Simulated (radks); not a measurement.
Values are calculated unless marked as measured or tabulated.
Orbital eigenvalues (eV) of neutral scandium, [Ar] 3d1 4s2, at several levels of relativity; Dirac values are averaged over j with weights 2j + 1. Spin-unpolarised spherical Kohn-Sham, LDA (Slater exchange, Perdew-Wang correlation), point nucleus unless stated (finite: rms radius 3.5459 fm), a radial shooting solver on a logarithmic mesh with Libxc functionals. A level marked "c x" has the speed of light scaled by that factor and shares open shells by 2j + 1; other Dirac levels either fill j = l - 1/2 first or share by 2j + 1.

| shell | non-rel. | Dirac, 2j+1 shares | Dirac, low j first | Dirac, c x 0.85 | change of magnitude, last against first (%) |
|---|---|---|---|---|---|
| 1s | -4358.8 | -4384.5 | -4384.5 | -4394.5 | +0.82 |
| 2s | -468.21 | -472.86 | -472.84 | -474.68 | +1.38 |
| 2p | -387.49 | -387.93 | -387.91 | -388.11 | +0.16 |
| 3s | -54.102 | -54.706 | -54.696 | -54.943 | +1.55 |
| 3p | -33.552 | -33.562 | -33.553 | -33.567 | +0.05 |
| 4s | -4.2597 | -4.2922 | -4.2907 | -4.3051 | +1.07 |
| 3d | -3.5644 | -3.4272 | -3.4208 | -3.3749 | -5.32 |
| 4p (empty) | -1.5338 | -1.5202 | -1.5195 | -1.5150 | -1.22 |
| 5s (empty) | -0.071020 | -0.070799 | -0.070763 | -0.070752 | -0.38 |
